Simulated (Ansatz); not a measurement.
Ideal-gas functions of `[OH][GaH][Si](F)(F)F` at 500 K and 1 bar, from an Ansatz frequency run at PBE0-D4/def2-TZVP.

Molar mass 172.82 g/mol, point group Cs (symmetry number 1), electronic degeneracy 1, moments of inertia 157.141, 466.51, 500.793 u Å². Harmonic wavenumbers (cm⁻¹, unscaled): 25, 81, 126, 177, 223, 298, 308, 379, 462, 523, 593, 703, 838, 861, 947, 950, 2032, 3899.

Use S(trans) = R[1.5 ln M + 2.5 ln T − 1.1517]; rotational temperatures θ = 24.2544 K / I; S(rot) = R[ln(√π/σ · √(T³/θAθBθC)) + 1.5]; for each mode x = 1.438777 ν̃/T, S = R[x/(eˣ − 1) − ln(1 − e⁻ˣ)] and H = RT x/(eˣ − 1); 1 cm⁻¹ = 0.0119627 kJ/mol; R = 8.31446 J/(mol·K).

Q: By hand: the entropy, in J/(mol·K).

A: Translation 183.9. Rotation: θ = 0.1543, 0.052, 0.0484 K, giving 127.4. Vibration, mode by mode: 30.20, 20.44, 16.80, 14.01, 12.14, 9.84, 9.59, 7.99, 6.53, 5.66, 4.81, 3.74, 2.76, 2.62, 2.15, 2.14, 0.16, 0.00, in all 151.6. Electronic 0.0. Sum 462.9 J/(mol·K).

Q: By hand: H − E and G − E in kJ/mol, counted from the electronic energy.

A: Zero-point energy ½ × 13425 × 0.0119627 = 80.3; thermal vibration 35.0; translation, rotation and pV give 4 RT = 16.6. H − E = 131.9 kJ/mol, and G − E = 131.9 − 500 × 462.9/1000 = -99.5 kJ/mol.

Vibration gives 33 % of the entropy, 67.4 J/(mol·K) of it from the modes under 150 cm⁻¹: soft modes count most, and the harmonic formula is weakest for them. The sum counts one conformer and one mirror image; others add a mixing term.
